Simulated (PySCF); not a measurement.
A side-by-side comparison of computed properties.

First species: CH3NOSi.
SMILES: `N#C[SiH2]O`

Second species: Monobromosilylene, BrHSi (singlet state).
Cartesian coordinates in Å at the PBE0-D3(BJ)/def2-SVP level; atoms count from 1:
```xyz
3
BrHSi angstrom
Si    -0.3969    0.7738   -0.0042
Br     1.6140   -0.2396   -0.0242
H     -1.1941   -0.5393    0.0033
```

Levels: PBE0/def2-SVPD for dipole moment, HOMO energy, LUMO energy, HOMO–LUMO gap, static isotropic polarisability and electronic spatial extent ⟨r²⟩ about the centre of nuclear charge; TDDFT PBE0/def2-SVPD for lowest singlet excitation; TDA PBE0/def2-SVPD for lowest triplet excitation (Tamm–Dancoff); ΔSCF PBE0/def2-SVPD for vertical ionisation energy; PBE0-D3(BJ)/def2-SVP for rotational constant A and rotational constant C. Geometries: PBE0-D3(BJ)/def2-SVP. Each structure is a single optimised conformer of the isolated species, non-relativistic unless stated. Electronic properties by PySCF.

Dipoles, sizes and rotational constants follow the conformer. The torsions of the flexible species, by atom-mapped SMILES:
- `[N:1]#[C:2][SiH2:3][OH:4]`: H–O4–Si3–C2 58°

Values for the first species:

- Dipole moment: 3.05 D
- HOMO energy: -9.64 eV
- LUMO energy: -1.25 eV
- HOMO–LUMO gap: 8.39 eV
- Lowest singlet excitation: 6.67 eV
- Lowest triplet excitation (Tamm–Dancoff): 5.63 eV
- Static isotropic polarisability: 44.8 au
- Vertical ionisation energy: 11.85 eV
- Electronic spatial extent ⟨r²⟩ about the centre of nuclear charge: 405 bohr²
- Rotational constant A: 17.488 GHz
- Rotational constant C: 2.976 GHz

Task: Estimate the same properties for the second species, and the change in each.

Result: 
```tsv
property	first	second	second less first
dipole moment	3.05 D	1.06 D	-1.99 D
HOMO energy	-9.64 eV	-7.01 eV	+2.63 eV
LUMO energy	-1.25 eV	-3.15 eV	-1.90 eV
HOMO–LUMO gap	8.39 eV	3.86 eV	-4.53 eV
lowest singlet excitation	6.67 eV	2.53 eV	-4.14 eV
lowest triplet excitation (Tamm–Dancoff)	5.63 eV	1.38 eV	-4.25 eV
static isotropic polarisability	44.8 au	54.6 au	+9.8 au
vertical ionisation energy	11.85 eV	9.25 eV	-2.60 eV
electronic spatial extent ⟨r²⟩ about the centre of nuclear charge	405 bohr²	271 bohr²	-134 bohr²
rotational constant A	17.488 GHz	222.545 GHz	+205.057 GHz
rotational constant C	2.976 GHz	4.583 GHz	+1.607 GHz
```

On the first: The polarisability is 6.64 Å³ as a volume (1 au = 0.148185 Å³), or 1.18 au for each of the 38 electrons. The ΔSCF ionisation energy exceeds −ε(HOMO) by 2.21 eV with PBE0.

On the second: A dipole of 1.06 D is allowed in Cs, and pure rotational transitions are dipole-allowed. 1 of the 10 computed singlets lies in the visible range (750 to 380 nm, 1.65 to 3.26 eV), with an oscillator strength of 0.010. The calculation is non-relativistic and has no spin–orbit coupling, an omission that weighs most on bromine.
